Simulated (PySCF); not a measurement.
SMILES CCCC[SiH](F)F (C₄H₁₀F₂Si), GFN2-xTB optimised geometry.

```
17

Si    -0.13     1.94     0.00
F     -0.45     1.34    -1.45
F      1.48     1.94     0.00
C     -0.82     0.81     1.35
C     -0.88    -0.68     0.98
C      0.51    -1.28     0.75
C      0.43    -2.77     0.43
H     -0.55     3.32     0.00
H     -0.22     0.92     2.26
H     -1.83     1.13     1.61
H     -1.38    -1.23     1.78
H     -1.48    -0.81     0.07
H      1.11    -1.14     1.65
H      1.00    -0.76    -0.07
H     -0.15    -2.93    -0.47
H     -0.04    -3.32     1.25
H      1.42    -3.18     0.28
```

Density from PBE0/def2-SVP (PySCF) at that geometry.

Minimum of the electron density along straight lines between bonded atoms, close to the bond critical point (lines longer than 1.1 times the sum of covalent radii, or with two minima, are not listed):

```csv
bond,length / Å,ρ at the minimum / e bohr⁻³,∇²ρ there / e bohr⁻⁵,position (fraction from the first atom)
Si1–F2,1.601,0.121,1.13,0.42
Si1–F3,1.602,0.121,1.12,0.42
Si1–C4,1.892,0.119,…,0.38
C4–C5,1.535,0.235,-0.51,0.51
C5–C6,1.526,0.245,-0.56,0.50
C6–C7,1.524,0.244,-0.56,0.50
Si1–H8,1.444,0.126,…,0.49
C4–H9,1.092,0.270,-0.96,0.62
C4–H10,1.092,0.270,-0.95,0.62
C5–H11,1.094,0.275,-0.99,0.62
C5–H12,1.092,0.277,-1.01,0.62
C6–H13,1.093,0.275,-0.99,0.62
C6–H14,1.092,0.277,-1.00,0.62
C7–H15,1.088,0.276,-1.01,0.62
C7–H16,1.088,0.276,-1.00,0.62
C7–H17,1.087,0.276,-1.01,0.62
```

Complete the blanks.


- Si1–C4, ∇²ρ there / e bohr⁻⁵: 0.30
- Si1–H8, ∇²ρ there / e bohr⁻⁵: 0.34
